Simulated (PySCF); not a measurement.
AlOCl, SMILES [O]=[Al][Cl]. Coordinates come from a B3LYP-D3(BJ)/def2-TZVP optimisation.

TDA-B3LYP/def2-TZVPD (PySCF 2.14.0) puts the lowest singlet excitations at 3.40, 3.40, 4.88, 5.31, 5.41, 5.41 eV.

**Question.** What are the lowest excitation roots from ADC(2)/aug-cc-pVDZ (PySCF)? (The exact figures need the calculation; the answer reports its results.)

**Answer.** 2.91, 2.91, 4.30, 4.79, 4.80, 5.43 eV. S1 differs by -0.49 eV (second minus first; roots are paired by order, and the bases may differ).
